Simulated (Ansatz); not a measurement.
Reaction (silylene formation by 1,1-elimination): `F[Si](F)([SiH3])Br` → `F[Si]Br` + `F[SiH3]`

Calculated with Ansatz (gas phase, PBE0-D4/def2-TZVP geometries, no zero-point term in ΔE). CBS: MP2 limit from def2 TZ/QZ plus the TZ coupled-cluster correction, frozen cores. This one scheme is used for every species. Functionals use def2-TZVPP. B3LYP here is the variant with VWN-RPA as its local correlation; programs differ in this. HSE06 is defined as in plane-wave codes. For Br outer-core shells are correlated without core-valence functions, which leaves a few kJ/mol of doubt a bond. Scalar relativity is left out up to krypton.

`F[Si](F)([SiH3])Br`:

Z-matrix (Å, degrees):
```
Si
F 1 1.586
Si 1 2.332 2 111.5
F 1 1.586 2 106.3 3 121.7
Br 1 2.201 2 107.8 3 -123.0
H 3 1.484 1 108.1 2 179.6
H 3 1.484 1 108.1 2 -61.1
H 3 1.485 1 109.6 2 59.2
```

`F[Si]Br`:

Cartesian coordinates in Å:
```
F -1.406 -0.163 -0.028
Si -0.035 0.024 -0.836
Br 1.442 0.139 0.864
```

`F[SiH3]`:

```xyz
5

F    -0.435   -1.391   -0.556
Si    0.011    0.036    0.014
H    -0.990    1.042   -0.412
H     1.346    0.363   -0.539
H     0.067   -0.050    1.493
```

```csv
level,ΔE (kcal/mol),difference from CCSD(T)/CBS
LDA (SPW92),44.9,6.2
PBE-D4,39.3,0.6
revPBE-D4,38.5,-0.2
BLYP-D4,33.0,-5.7
B97M-V,39.9,1.2
PBE0-D4,42.3,3.6
B3LYP-D4,36.3,-2.4
r2SCAN0-D4,43.9,5.2
HSE06-D4,42.2,3.5
BHLYP-D4,39.7,1.0
ωB97X-V,41.1,2.4
ωB97M-V,35.5,-3.2
B2PLYP,35.1,-3.6
PBE-QIDH,42.5,3.8
PBE,36.7,-2.0
revPBE,33.2,-5.5
BLYP,27.8,-10.9
r2SCAN,42.2,3.5
PBE0,40.1,1.4
B3LYP,32.2,-6.5
r2SCANh,42.6,3.9
r2SCAN0,43.2,4.5
HSE06,40.1,1.4
BHLYP,36.0,-2.7
CAM-B3LYP,35.6,-3.1
LC-ωPBE,43.2,4.5
RPA@PBE/def2-TZVPP,33.1,-5.6
HF/def2-SVP,33.4,-5.3
MP2/def2-SVP,37.0,-1.7
CCSD(T)/def2-SVP,34.1,-4.6
HF/def2-TZVPP,34.4,-4.3
MP2/def2-TZVPP,39.3,0.6
CCSD/def2-TZVPP,37.2,-1.5
CCSD(T)/def2-TZVPP,37.5,-1.2
HF/def2-QZVPP,34.3,-4.4
MP2/def2-QZVPP,40.0,1.3
SCS-MP2/def2-QZVPP,37.6,-1.1
HF/CBS(def2),34.3,-4.4
MP2/CBS(def2),40.5,1.8
CCSD/CBS(def2),38.3,-0.4
CCSD(T)/CBS,38.7,0
```

Largest T1 diagnostic among the species: 0.012.

At CCSD(T), def2-SVP lies −4.6 kcal/mol from the extrapolated value and def2-TZVPP −1.2 kcal/mol. From BLYP to BHLYP (50 % exact exchange), in def2-TZVPP and without D4, ΔE moves by +8.1 kcal/mol.
